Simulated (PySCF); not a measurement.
C₂H₆OSTe. Atoms are numbered in the order given.

```xyz
11

Te     0.2151    -0.0397     0.7704
O     -1.6798    -0.5579     0.3819
C     -2.5657     0.4777     0.0470
H     -2.2653     1.0005    -0.8800
H     -3.5516     0.0156    -0.1253
H     -2.6686     1.2315     0.8500
S      0.9069     0.6546    -1.3965
C      1.2665    -0.9069    -2.2576
H      2.0821    -1.4542    -1.7668
H      1.5755    -0.6304    -3.2769
H      0.3671    -1.5338    -2.3109
```

Geometry optimised at PBE0-D3(BJ)/def2-SVP. The structure was generated by enumeration, and PubChem lists no compound with its InChIKey, so it may never have been made. The def2 effective core potentials stand for the cores of Te; spin–orbit coupling is left out. The values are those of a single conformer.

Level of theory: TDDFT-PBE/def2-SVPD (PySCF).

Vertical excitations. Isolated molecule, no solvent.

Problem. Estimate the UV-visible absorptions. (The exact figures need the calculation; the answer reports its results.)

Solution. 
```csv
state,energy (eV),λ (nm),f,main pairs
S1,3.08,402,0.001,HOMO→LUMO 98 %
S2,3.39,365,0.001,HOMO→LUMO+1 97 %
S3,3.99,311,0.010,HOMO−1→LUMO 78 %
S4,4.19,296,0.001,"HOMO−2→LUMO 57 %, HOMO−1→LUMO+1 41 %"
S5,4.23,293,0.006,"HOMO−1→LUMO+1 50 %, HOMO−2→LUMO 33 %, HOMO−2→LUMO+1 12 %"
S6,4.72,262,0.048,"HOMO−2→LUMO+1 68 %, HOMO−1→LUMO 11 %"
S7,5.08,244,0.080,HOMO→LUMO+2 81 %
S8,5.27,235,0.040,HOMO→LUMO+3 88 %
S9,5.42,229,0.013,"HOMO−3→LUMO 53 %, HOMO−3→LUMO+1 44 %"
S10,5.67,219,0.018,"HOMO−4→LUMO 45 %, HOMO→LUMO+4 42 %"
T1,2.47,502,0,HOMO→LUMO 99 %
T2,2.77,448,0,HOMO→LUMO+1 99 %
T3,3.50,354,0,HOMO−1→LUMO 98 %
T4,3.69,336,0,"HOMO−1→LUMO+1 80 %, HOMO−2→LUMO 18 %"
```
Triplets are in the Tamm–Dancoff approximation, which puts them higher than full response would, so one can lie above its singlet here.
